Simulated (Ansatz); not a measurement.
A search over several starts for the lowest SCF solution of [In(OH)4]- (InO4H4⁻) at the given spin, in a small basis.

```yaml
crystal:
  periodic: [false, false, false]
  atoms:
    - {symbol: In, position_ang: [0.000477, 0.000814, -0.000645]}
    - {symbol: O, position_ang: [-0.018686, 0.156812, 2.064848]}
    - {symbol: H, position_ang: [-0.651069, 0.840776, 2.302073]}
    - {symbol: O, position_ang: [1.999539, -0.107984, -0.532194]}
    - {symbol: H, position_ang: [2.521724, 0.093684, 0.249159]}
    - {symbol: O, position_ang: [-1.085829, 1.622282, -0.694454]}
    - {symbol: H, position_ang: [-1.677248, 1.305652, -1.382794]}
    - {symbol: O, position_ang: [-0.893557, -1.668618, -0.840107]}
    - {symbol: H, position_ang: [-0.195351, -2.243418, -1.165865]}
basis:
  gaussian: {orbitals: def2-SVP, initial_orbitals: start.molden}
total_charge: -1
hamiltonian: {xc: pbe0, dispersion: d4}
output: {orbitals: {seedname: orbitals}}
```

The file start.molden holds the orbitals of an earlier run on this structure, at another level or in another basis.

```sh
$ ansatz run in.yaml --threads 4 --pin off --events-out ev --progress --plain --max-ram 3916MiB
```

Output, abridged:

```
Functional definition: PBE0
1063 factors; integrals over basis functions are off by at most 5.5e-4 eV
mean field evaluation 1: about -13414.0577 eV, gradient 1.7e1 eV
mean field evaluation 2: about -13414.4551 eV, gradient 3.7e-1 eV
mean field evaluation 4: about -13414.6444 eV, gradient 1.3e-3 eV
mean field evaluation 8: about -13406.7311 eV, gradient 6.5e1 eV
mean field evaluation 16: about -13414.6444 eV, gradient 3.0e-2 eV
mean field -13414.64437618 eV, -492.9790880520 hartree, gradient 3.9e-5 eV, S^2 0.000000; 1 other end points of the search recorded, 0 dependent functions left out
reference -13414.64441903 eV, -492.9790896267 hartree; 29, 29 occupied and 73, 73 virtual orbitals, 1063 factors
Total energy: -13414.78923262 eV, -492.9844114282 hartree
```

Hardware: 4 threads of Arm Neoverse V1 on a shared host. Wall time 1.7 s.

In the def2 sets In takes a core potential; there is no spin–orbit coupling.
